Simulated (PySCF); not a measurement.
Gas-phase reaction: 3 H₃SiOH + 6 SiO(OH)₂ ⇌ 3 Si₂O(OH)₆ + c-Si₃H₆

Computed with PySCF and rigid-rotor harmonic-oscillator thermochemistry at 1 bar. † marks an energy on the PBE0/def2-TZVP geometry and frequencies; other levels use their own. CCSD(T) freezes the core. All species are closed-shell singlets. B3LYP is the form with VWN-RPA correlation. H₃SiOH, SiO(OH)₂, Si₂O(OH)₆, c-Si₃H₆: computed as isolated molecules; such fragments, hydroxides, amides, oligomers or adducts are transient or little studied in the gas. CCSD(T) isn't extrapolated to the basis-set limit.

```tsv
level	ΔH°(298 K), kJ
B3LYP/def2-TZVP†	(withheld)
CCSD(T)/def2-SVP†	-1466
M06-2X/def2-TZVP†	(withheld)
PBE/def2-SVP	-1409
PBE0/def2-TZVP	(withheld)
LDA/def2-TZVP†	-1571
ωB97X-V/def2-TZVP†	-1459
```

Task: Fill in the missing entries.

Result: 
- B3LYP/def2-TZVP†, ΔH°(298 K), kJ: -1271
- M06-2X/def2-TZVP†, ΔH°(298 K), kJ: -1518
- PBE0/def2-TZVP, ΔH°(298 K), kJ: -1435
